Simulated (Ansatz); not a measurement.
C$_{2}$H$_{3}$ClGe (`C#[C][GeH2][Cl]`). The species carries charge 0 and has multiplicity 1.

```xyz
7

C     1.467    1.110   -0.876
C     0.626    0.410   -0.373
Ge   -0.681   -0.708    0.412
Cl   -2.204    0.550    1.261
H     2.209    1.734   -1.320
H    -1.348   -1.576   -0.657
H    -0.068   -1.520    1.554
```

Q: List the harmonic frequencies (cm⁻¹, unscaled) at PBE0-D4/def2-TZVP in Ansatz. (Best estimate.)

A: The calculation gave: 104, 214, 303, 428, 529, 536, 672, 729, 740, 778, 864, 2168, 2194, 2197, 3465.

Q: Is this a minimum?

A: Yes, all 15 modes are real.

Q: Give the ideal-gas thermochemistry at 298.15 K and 1 bar (rigid rotor, harmonic oscillator; point group Cs, symmetry number 1).

A: Zero-point energy 95.2 kJ/mol; H(298) − E = 112.6 kJ/mol; entropy 324.7 J/(mol·K), of which translation 170.0, rotation 112.5, vibration 42.2; G(298) − E = 15.8 kJ/mol.
